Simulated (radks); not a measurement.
Polarisabilities and homonuclear dispersion coefficients (atomic units). Code: a radial shooting solver on a logarithmic mesh with Libxc functionals. Model: scalar-relativistic Kohn-Sham, LB94 model potential, spin-polarised, spherical densities, finite nucleus; open shells are filled with parallel spins first; Fermi nuclear charge, rms radius of each element as measured or else 0.836 A^(1/3) + 0.57 fm. Response by self-consistent Sternheimer equations with the Hartree and adiabatic LDA kernel, the relativistic mass of each level held fixed and spin-orbit coupling left out. For heavy and open-shell atoms this level of theory can miss by tens of per cent. "Uncoupled" leaves out the induced potential. Quadrupole and octupole values are given only where no p, d or f shell is open.

species  configuration  alpha1 (bohr^3)  alpha1, uncoupled  alpha2 (bohr^5)  alpha3 (bohr^7)      C6      C8  recommended alpha1
K             [Ar] 4s1            181.0              210.7             3790            92360    1955  221700       289.7 +/- 0.3
Ca+           [Ar] 4s1            58.19              73.01            205.7             6804   373.4   12890                   -
Sc2+          [Ar] 3d1            4.275              5.828                -                -   13.25       -                   -
Ti3+          [Ar] 3d1            2.260              3.263                -                -   5.938       -                   -
V4+           [Ar] 3d1            1.450              2.147                -                -   3.173       -                   -
Cr5+          [Ar] 3d1            1.016              1.523                -                -   1.866       -                   -
Mn6+          [Ar] 3d1           0.7493              1.131                -                -   1.170       -                   -
Fe7+          [Ar] 3d1           0.5723             0.8670                -                -  0.7683       -                   -
Co8+          [Ar] 3d1           0.4487             0.6810                -                -  0.5232       -                   -

Recommended values: Schwerdtfeger and Nagle, table of static dipole polarisabilities (2023 update), measured or computed.
